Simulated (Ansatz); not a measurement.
Ansatz (an electronic-structure program) input:

Ansatz 0.2 input:
```yaml
crystal:
  periodic: [false, false, false]
  atoms:
    - {symbol: C, position_ang: [0.14388870, -0.07978109, 1.14411330]}
    - {symbol: Br, position_ang: [0.90124617, 1.39283035, -0.11631489]}
    - {symbol: Br, position_ang: [-0.92591281, -1.37915359, -0.07981882]}
basis:
  gaussian:
    orbitals: STO-3G
total_charge: -1
magnetization: {spin_polarized: true, initial_magnetization: 1}
correlation: {method: ccsd_t, electrons: outside_noble_gas}
```

Which total energy does the run end on?

-5126.60103 Eh (CCSD(T)/STO-3G). The basis has 41 functions.
